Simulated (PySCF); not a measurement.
Au2, SMILES [Au][Au], multiplicity 1. Coordinates come from a PBE-D3(BJ)/def2-TZVPD optimisation. The spin state was assumed, not searched. The def2 effective core potentials stand for the cores of Au; spin–orbit coupling is left out.

Method: PBE-D3(BJ)/def2-TZVPD in PySCF.

Harmonic wavenumbers (cm⁻¹): 171. Rotational constants (GHz): 0.8008 (linear); symmetry number 2.

Task: Work out the zero-point energy and the ideal-gas rigid-rotor harmonic-oscillator thermochemistry at 298.15 K and 1 atm.

Result: ZPE = ½ Σ hcν = ½ × 171 cm⁻¹ = 1.02 kJ/mol. H − E(el) = 11.29 kJ/mol. Entropy in J/(mol K): translation 183.28, rotation 77.02, vibration 10.13, total 270.43. G − E(el) = -69.33 kJ/mol. Cp = 36.96 J/(mol K).
